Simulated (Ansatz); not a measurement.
Ansatz (a first-principles code) input (BHLYP/def2-TZVPD):

Ansatz 0.2 input:
```yaml
crystal:
  periodic: [false, false, false]
  atoms:
    - {symbol: Si, position_ang: [0.07863028, -0.41269391, -0.13256943]}
    - {symbol: N, position_ang: [1.22125498, 0.84714389, -0.55939128]}
    - {symbol: N, position_ang: [-1.26692684, 0.10858401, 0.78435615]}
    - {symbol: H, position_ang: [0.80923567, -1.42137847, 0.67667307]}
    - {symbol: H, position_ang: [-0.43867144, -0.99257845, -1.39836368]}
    - {symbol: H, position_ang: [2.01487416, 0.50305321, -1.10777150]}
    - {symbol: H, position_ang: [-1.16176211, 0.35442172, 1.75624500]}
    - {symbol: H, position_ang: [-2.00479714, 0.64410148, 0.35443501]}
basis:
  gaussian:
    orbitals: def2-TZVPD
hamiltonian:
  xc: {name: BHLYP}
magnetization: {spin_polarized: true, initial_magnetization: 1}
output: {forces: true}
```

Output:

```
Functional definition: BHLYP
integrals: 0.06 GiB planned
954 factors; their error is unknown
0.24 GiB of the device are held for the grids
0.66 GiB of device memory are held for the factors and their scratch space
mean field: 0.75 GiB planned
mean field evaluation 1: about -10930.3735 eV, gradient 4.4e1 eV
mean field evaluation 2: about -10928.2025 eV, gradient 4.8e1 eV
mean field evaluation 4: about -10938.4089 eV, gradient 9.3e-1 eV
mean field evaluation 8: about -10938.4218 eV, gradient 6.1e-2 eV
mean field evaluation 16: about -10938.4507 eV, gradient 7.4e-5 eV
mean field -10938.45067759 eV, -401.9806480534 hartree, gradient 5.2e-5 eV, S^2 0.755059; 1 other end points of the search recorded, 0 dependent functions left out
the calculation of the forces begins
reference -10938.45084965 eV, -401.9806543763 hartree; 17, 16 occupied and 145, 146 virtual orbitals, 954 factors
Total energy: -10938.45084965 eV, -401.9806543763 hartree
Atom 0 at     0.078630    -0.412694    -0.132569 Å, force    -0.134614    -0.060724     0.068407 eV/Å
Atom 1 at     1.221255     0.847144    -0.559391 Å, force     0.207241    -0.280074    -0.182509 eV/Å
Atom 2 at    -1.266927     0.108584     0.784356 Å, force     0.038934     0.221125     0.022280 eV/Å
Atom 3 at     0.809236    -1.421378     0.676673 Å, force    -0.087411     0.154950    -0.107695 eV/Å
Atom 4 at    -0.438671    -0.992578    -1.398364 Å, force     0.077271     0.098363     0.166139 eV/Å
Atom 5 at     2.014874     0.503053    -1.107771 Å, force    -0.331212     0.156784     0.231587 eV/Å
Atom 6 at    -1.161762     0.354422     1.756245 Å, force    -0.052359    -0.087741    -0.377218 eV/Å
Atom 7 at    -2.004797     0.644101     0.354435 Å, force     0.282150    -0.202683     0.179009 eV/Å
Dipole moment:    -0.048072    -0.064577     0.015565 e Å
```

It need not be the lowest isomer of its formula.
